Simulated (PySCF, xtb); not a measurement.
C₂H₇AlO₂Si, SMILES [Al]([OH])(/[CH]=C/[SiH3])[OH].

xtb with GFN2-xTB at its own geometry gives an orbital gap of 3.48 eV and a dipole moment of 0.36 D.

Coordinates come from a r2SCAN-D4/def2-SVP optimisation. The structure was generated by enumeration; whether it is a known compound was not checked. The values are those of a single conformer.

**Question.** What does PySCF with PBE0/def2-TZVP give? (An estimate is asked for; the answer gives what the named calculation found.)

**Answer.** gap 6.76 eV (levels -7.88 and -1.13 eV), dipole 2.64 D.
